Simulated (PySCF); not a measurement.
## Fractional electron number in V+ (vanadium, charge +1)

The 3d alpha orbital of [Ar] 3d4 is emptied in steps (occupation f), with all orbitals relaxed, ending at [Ar] 3d3. Calculation: PySCF 2.14, in def2-TZVP (6s4p4d1f, 45 functions); no relativity, point nucleus. The exact energy is a straight line in f; departures are measured from the line between the end points of the same method.

```csv
f,LDA (eV),PBE (eV)
1,0.000,0.000
0.75,-1.150,-1.118
0.5,-1.569,-1.523
0.25,-1.201,-1.164
0,0.000,0.000
```

| method | E(f=0) − E(f=1) (eV) | −ε at f=1 (eV) | −ε at f=0.5 (eV) |
| --- | --- | --- | --- |
| LDA | 15.805 | 9.819 | 15.670 |
| PBE | 15.416 | 9.597 | 15.293 |

Orbital energy along the path (eV):

| f | LDA | PBE |
| --- | --- | --- |
| 1 | -9.819 | -9.597 |
| 0.75 | -12.630 | -12.337 |
| 0.5 | -15.670 | -15.293 |
| 0.25 | -18.913 | -18.436 |
| 0 | -22.332 | -21.732 |

Reference removal energy between the ground levels: 14.634 ± 0.007 eV (measured; NIST Atomic Spectra Database, ionization energies). The calculation has no spin-orbit coupling. The determinant left behind need not be the lowest term of the ion.
